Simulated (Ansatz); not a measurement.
Consider the formal hydrolysis of the Si–F bond: `F[Si]1(F)O[SiH2]1` + H₂O → `O[Si]1(F)O[SiH2]1` + H–F.

Program: Ansatz. Geometries: PBE0-D4/def2-TZVP. ΔE: electronic, gas phase. CCSD(T)/CBS adds triple-zeta CCSD(T) − MP2 to the extrapolated MP2 energy (def2 sets, frozen cores). This one scheme is used for every species. Functionals use def2-TZVPP. B3LYP here is the variant with VWN-RPA as its local correlation; programs differ in this. HSE06 is defined as in plane-wave codes. One conformer a species, not always the lowest.

| level | ΔE (kJ/mol) | difference from CCSD(T)/CBS |
| --- | --- | --- |
| LDA (SPW92) | 29.5 | -4.6 |
| PBE-D4 | 32.7 | -1.4 |
| revPBE-D4 | 31.3 | -2.8 |
| BLYP-D4 | 35.3 | 1.2 |
| r2SCAN-D4 | 35.5 | 1.4 |
| B97M-V | 38.1 | 4.0 |
| PBE0-D4 | 31.9 | -2.2 |
| B3LYP-D4 | 34.8 | 0.7 |
| r2SCANh-D4 | 34.8 | 0.7 |
| r2SCAN0-D4 | 33.9 | -0.2 |
| HSE06-D4 | 31.8 | -2.3 |
| BHLYP-D4 | 35.2 | 1.1 |
| CAM-B3LYP-D4 | 35.5 | 1.4 |
| ωB97X-V | 35.0 | 0.9 |
| ωB97M-V | 34.9 | 0.8 |
| B2PLYP | 35.9 | 1.8 |
| PBE-QIDH | 32.3 | -1.8 |
| PBE | 34.5 | 0.4 |
| revPBE | 36.0 | 1.9 |
| r2SCAN | 35.9 | 1.8 |
| PBE0 | 33.5 | -0.6 |
| B3LYP | 37.6 | 3.5 |
| r2SCANh | 35.3 | 1.2 |
| r2SCAN0 | 34.5 | 0.4 |
| HSE06 | 33.3 | -0.8 |
| BHLYP | 37.4 | 3.3 |
| LC-ωPBE | 34.3 | 0.2 |
| RPA@PBE/def2-TZVPP | 35.0 | 0.9 |
| MP2/def2-SVP | 30.5 | -3.6 |
| CCSD/def2-SVP | 32.5 | -1.6 |
| CCSD(T)/def2-SVP | 32.0 | -2.1 |
| HF/def2-TZVPP | 39.5 | 5.4 |
| MP2/def2-TZVPP | 31.8 | -2.3 |
| CCSD/def2-TZVPP | 34.5 | 0.4 |
| HF/def2-QZVPP | 40.9 | 6.8 |
| MP2/def2-QZVPP | 32.7 | -1.4 |
| SCS-MP2/def2-QZVPP | 35.1 | 1.0 |
| HF/CBS(def2) | 41.1 | 7.0 |
| MP2/CBS(def2) | 32.4 | -1.7 |
| CCSD/CBS(def2) | 35.2 | 1.1 |
| CCSD(T)/CBS | 34.1 | 0 |

Largest T1 diagnostic among the species: 0.014.

Leaving LDA and LC-ωPBE aside and taking each functional with its dispersion term where it has one, the values spread over 6.8 kJ/mol, from revPBE-D4 to B97M-V. LDA lies −5.0 kJ/mol from PBE without D4. In def2-TZVPP, CCSD(T) changes the Hartree–Fock value by −6.0 kJ/mol (the triples alone add −1.1 kJ/mol) and MP2 by −7.7 kJ/mol.
